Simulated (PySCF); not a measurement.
## Sc²⁰⁺: ionisation energy

Sc²⁰⁺ 1s1 (2S) → Sc²¹⁺ (bare nucleus), as a difference of total energies. Computed with PySCF 2.14 in an even-tempered Gaussian basis (17 s from 17 bohr⁻², ratio 2.2; 7 p from 26 bohr⁻², ratio 2.4; 4 d from 77 bohr⁻², ratio 2.4; 3 f from 120 bohr⁻², ratio 2.4; 3 g from 170 bohr⁻², ratio 2.4), with the spin-free X2C one-electron Hamiltonian (Gaussian nucleus). The calculations carry no spin-orbit coupling.

```
method  ionisation energy (eV)  difference from reference (eV)
   UHF                  6035.7                            +1.9
   LDA                  6011.8                           -22.0
   PBE                  6032.5                            -1.3
  PBE0                  6033.3                            -0.5
r2SCAN                  6035.9                            +2.1
 M06-L                  6037.7                            +3.9
  BLYP                  6034.5                            +0.7
```

Reference: 6033.8 eV (theoretical estimate listed by NIST; NIST Atomic Spectra Database, ionization energies).
